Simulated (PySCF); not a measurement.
**Electronic absorption of C5H6FNO**

Compound: C5H6FNO.
Structure used (GFN2-xTB), in Å, numbered top down from 1:
```
atom  x, y, z in Å
C1    -0.8909    2.1929   -0.5722
C2    -0.5949    1.1393   -0.0869
C3    -0.2438   -0.1544    0.4639
C4    -1.3032   -1.2124    0.1406
F5    -2.3902   -1.0732    0.9649
C6     1.1322   -0.6301   -0.0396
N7     2.0471    0.3557   -0.1293
O8     1.3747   -1.7870   -0.2860
H9    -1.1662    3.1174   -0.9844
H10   -0.1732   -0.0723    1.5572
H11   -0.8893   -2.2116    0.3068
H12   -1.6629   -1.1162   -0.8882
H13    1.7925    1.3193    0.0024
H14    2.9671    0.1322   -0.4715
```

Computed with PySCF 2.14.0, density-fitted response routines, TDDFT CAM-B3LYP/def2-SVPD, vertical, gas phase, core orbitals frozen in the response.

Problem. What does the calculation give for the low-lying excited states?

Solution. 

```json
{"state": "S1", "E (eV)": "5.76", "E (kJ/mol)": "556", "λ (nm)": "215.3", "f": "0.0011", "main configurations (H = HOMO, L = LUMO)": "H→L+1 (35%), H→L (34%), H→L+4 (8%)"}
{"state": "S2", "E (eV)": "6.57", "E (kJ/mol)": "634", "λ (nm)": "188.8", "f": "0.0006", "main configurations (H = HOMO, L = LUMO)": "H→L+2 (25%), H-3→L+2 (12%), H-2→L+2 (11%)"}
{"state": "S3", "E (eV)": "6.85", "E (kJ/mol)": "661", "λ (nm)": "181.0", "f": "0.0027", "main configurations (H = HOMO, L = LUMO)": "H-2→L+1 (15%), H→L+2 (12%), H-2→L+2 (11%)"}
{"state": "S4", "E (eV)": "6.91", "E (kJ/mol)": "667", "λ (nm)": "179.4", "f": "0.0065", "main configurations (H = HOMO, L = LUMO)": "H→L+4 (14%), H-2→L (12%), H-2→L+2 (8%)"}
{"state": "S5", "E (eV)": "7.36", "E (kJ/mol)": "710", "λ (nm)": "168.5", "f": "0.0047", "main configurations (H = HOMO, L = LUMO)": "H→L (38%), H→L+1 (26%), H→L+2 (10%)"}
{"state": "S6", "E (eV)": "7.56", "E (kJ/mol)": "729", "λ (nm)": "164.1", "f": "0.073", "main configurations (H = HOMO, L = LUMO)": "H-1→L (46%), H-1→L+1 (17%), H→L+1 (9%)"}
{"state": "S7", "E (eV)": "7.63", "E (kJ/mol)": "736", "λ (nm)": "162.5", "f": "0.011", "main configurations (H = HOMO, L = LUMO)": "H-1→L+1 (40%), H-1→L (20%), H-2→L+1 (8%)"}
{"state": "S8", "E (eV)": "7.89", "E (kJ/mol)": "761", "λ (nm)": "157.2", "f": "0.077", "main configurations (H = HOMO, L = LUMO)": "H-2→L (62%)"}
```

Triplets (Tamm–Dancoff): T1 5.28 eV, H→L+1 (40%), H→L (31%); T2 5.51 eV, H-2→L+2 (18%), H→L+4 (13%), H-3→L+1 (8%); T3 5.64 eV, H-1→L+1 (30%), H-1→L (24%), H-1→L+4 (11%).

The lowest singlet comes at 215 nm (556 kJ/mol) in the ultraviolet; it is very weak; its leading configuration is HOMO→LUMO+1 (35%). The most intense listed level is S8 at 7.89 eV (157 nm, f = 0.077), 2.13 eV above S1. It is the last of those listed, so stronger ones may follow. Löwdin shares by element: HOMO oxygen 44%, carbon 36% or more (atoms not listed hold the other 20%); LUMO carbon 42% or more, hydrogen 11% or more (atoms not listed hold the other 47%). The oscillator strengths of these states sum to 0.176; summed over the whole spectrum of an exact calculation they would give the number of electrons, 60 (Thomas–Reiche–Kuhn). Of the 8 states listed, 3 reach f = 0.01 and none stays under 0.0005. Orbital energies (eV): HOMO-3 -10.50, HOMO-2 -9.84, HOMO-1 -9.77, HOMO -9.13, LUMO 0.98, LUMO+1 1.16, LUMO+2 1.57. The window holds the lowest 8 singlets.

One conformer stands for the species.
